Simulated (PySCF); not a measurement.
Ga(Cl)2(SH) (Cl₂GaHS), SMILES [SH][Ga]([Cl])[Cl].

Geometry: B3LYP-D3(BJ)/def2-SVP. The structure was generated by enumeration; whether it is a known compound was not checked. Other conformers were not sampled.

The numbers are results of B3LYP/def2-TZVP (PySCF), not measurements.

Isolated molecule, no solvent.

Estimate the frontier levels, gap, dipole moment and polarisability. (An estimate is asked for; the answer gives what the named calculation found.)


```
Quantity                                                                                                       Result
---------------------------------------------------------------------------------------------  ----------------------
highest occupied level                                                                                       -8.08 eV
lowest empty level                                                                                           -2.08 eV
orbital gap                                                                                                   6.00 eV
dipole moment                                                                                               0.307 e·Å
quadrupole, principal values (traceless, Buckingham form, about the centre of nuclear charge)   -4.94, 2.05, 2.90 D·Å
mean static polarisability                                                                      70.4 bohr³ (10.43 Å³)
polarisability, principal values                                                               47.7, 78.1, 85.4 bohr³
```
